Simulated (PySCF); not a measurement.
C$_{2}$H$_{7}$NO$_{2}$Sn (SMILES C=[CH][Sn]([NH2])([OH])[OH]), singlet, geometry from GFN2-xTB (such geometries of metal compounds can be far from the true shape) (core potentials on Sn).

The PySCF input:
```python
from pyscf import gto, scf

mol = gto.Mole()
mol.atom = '''
    C     2.799168   -0.361058    0.534232
    C     1.934226    0.101693   -0.342175
    Sn   -0.192506    0.044160   -0.046744
    N    -0.709240   -0.439399    1.866848
    O    -1.131086   -1.241646   -1.217632
    O    -1.062473    1.720338   -0.594608
    H     2.495505   -0.802730    1.468594
    H     3.863211   -0.312518    0.349312
    H     2.246612    0.546743   -1.275148
    H    -0.535053    0.333900    2.498748
    H    -1.705275   -0.625155    1.927535
    H    -0.999070   -2.161108   -0.995180
    H    -1.627831    1.615294   -1.359040
'''
mol.basis = 'def2-sv(p)'
mol.ecp = {'Sn': 'def2-sv(p)'}
mol.charge = 0
mol.spin = 0
mol.verbose = 4
mol.max_memory = 1800
mol.build()

mf = scf.RHF(mol)
mf = mf.density_fit(auxbasis='def2-universal-jkfit')
mf.kernel()
```

Question: Give the number of basis functions at the level DF-HF/def2-SV(P) (PySCF).

Answer: 110

Question: Predict the Mulliken (on the basis functions themselves) charges in atom order from DF-HF/def2-SV(P).

Answer: C1 -0.22, C2 -0.50, Sn3 1.50, N4 -0.88, O5 -0.84, O6 -0.84, H7 0.17, H8 0.16, H9 0.17, H10 0.27, H11 0.28, H12 0.36, H13 0.37

Question: Predict the nuclear repulsion energy from DF-HF/def2-SV(P).

Answer: 357.3433 Eh

Question: What is the computed HOMO energy (DF-HF/def2-SV(P))?

Answer: -10.97 eV
